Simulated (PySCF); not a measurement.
**Ta³⁺ (tantalum, charge +3): B97-3 calculation**

Configuration: [Xe] 4f14 5d2, high-spin 3F determinant. Computed with PySCF 2.14 in aug-cc-pwCVTZ-PP with ECP60MDF (8s8p7d4f3g, 122 functions), with a scalar-relativistic core potential.

```
Total energy                                                  : -55.6003 hartree
One-electron energy                                           : -82.8097 hartree
Hartree (Coulomb) energy                                      : 33.1436 hartree
Exchange-correlation energy                                   : -5.9342 hartree
⟨S²⟩                                                          : 2.0008
⟨L²⟩                                                          : 12.013
Sum of ⟨r⟩                                                    : 13.82 bohr
Sum of ⟨r²⟩                                                   : 21.92 bohr²
Traceless quadrupole moment −½Σ⟨3z² − r²⟩ along its main axis : -0.000471 e·bohr²
```

```json
{"shell": "5s α", "electrons": "1", "mean orbital energy (eV)": "-104.52", "rms radius, mean of both spins (bohr)": "1.18"}
{"shell": "5s β", "electrons": "1", "mean orbital energy (eV)": "-103.20", "rms radius, mean of both spins (bohr)": "1.18"}
{"shell": "5p α", "electrons": "3", "mean orbital energy (eV)": "-70.059", "rms radius, mean of both spins (bohr)": "1.37"}
{"shell": "5p β", "electrons": "3", "mean orbital energy (eV)": "-68.361", "rms radius, mean of both spins (bohr)": "1.37"}
{"shell": "5d α", "electrons": "2", "mean orbital energy (eV)": "-31.594", "rms radius, mean of both spins (bohr)": "1.98"}
```

Energies and moments cover only the electrons outside the core potential. Spin-orbit coupling, absent here, splits the open shell strongly.
